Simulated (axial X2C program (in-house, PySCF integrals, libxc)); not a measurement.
## Nuclear properties of FTeF⁺

Calculated with an axial X2C code built on PySCF integrals: two-component X2C with atomic mean-field Coulomb and Gaunt terms, Gaussian nuclei, basis F dyall-av3z, Te dyall-v3z with contracted cores.

F–Te–F held linear, with bonds 1.906 and 1.906 Å (near the PBE0 minimum at charge 1 of the determinant lowest at the starting distance; the state shown can have its own minimum elsewhere, held linear; other orders of the atoms were not compared).

Input and command:
```json
{"zs": [9, 52, 9], "q": 1, "bas": ["dyall-av3z", "dyall-v3z", "dyall-av3z"], "r0": [2.0, 2.0], "symm": 1, "scan": ["PBE0", "HF", "BHandHLYP"], "levels": ["PBE0", "HF", "LDA"], "nst": 2}
```
```bash
python solin.py task.json out
```

Keys: zs atomic numbers; q charge; bas basis sets; r0 starting distance in Å; symm equal bonds; scan levels of the two-bond scan; levels methods; nst determinants followed.

Determinant lowest in the PBE0 search, Ω = 1/2 (⟨Sz⟩ = -0.50, ⟨Lz⟩ = 1.00 at PBE0), spin on the atoms F -0.03, Te -0.44, F -0.03:

| level | A∥/gI F (MHz) | qzz F (a.u.) | A∥/gI Te (MHz) | qzz Te (a.u.) |
| --- | --- | --- | --- | --- |
| PBE0 | 234 | 0.38 | 4740 | 0.47 |
| HF | 165 | 0.57 | 5420 | 0.51 |
| LDA | 266 | 0.27 | 4370 | 0.70 |

Determinant 0.54 eV from it at PBE0 and this distance, Ω = 3/2 (⟨Sz⟩ = 0.50, ⟨Lz⟩ = 1.00 at PBE0), spin on the atoms F 0.01, Te 0.48, F 0.01:

```csv
level,A∥/gI F (MHz),qzz F (a.u.),A∥/gI Te (MHz),qzz Te (a.u.)
PBE0,60.7,0.35,426,-0.15
HF,47.1,0.55,434,-0.36
LDA,57.7,0.24,533,0.11
```

A∥ (defined per Ω) follows by multiplying with gI = μI/(I μN); qzz is the electric field gradient, eQq0 = 234.96 MHz × Q/barn × qzz. The operators were transformed with the bare-nucleus X2C matrices; with these basis sets, hyperfine constants and field gradients can be off by tens of per cent, and where levels differ in sign neither size nor sign is settled.

(1) With gI(19F) = 5.2577, gI(125Te) = -1.7770 (g factors from the IAEA table of nuclear moments by Stone), turn the PBE0 values of the first state into constants in MHz.

The molecule was held linear; bending was not examined, so a bent shape may lie lower.

Each state is one determinant with collinear spin. Unrestricted Hartree–Fock can overshoot spin polarisation at the nuclei. The search compared states at one distance, so a state with another bond length can lie lower. Where a field gradient or hyperfine factor spreads by more than a factor of two over the levels, a constant derived from it is not to be relied on. PBE0 term energies can be off by some tenths of an eV.

## Answers

(1) A∥(19F) = 234 × 5.2577 = 1230 MHz; A∥(125Te) = 4740 × -1.7770 = -8420 MHz.
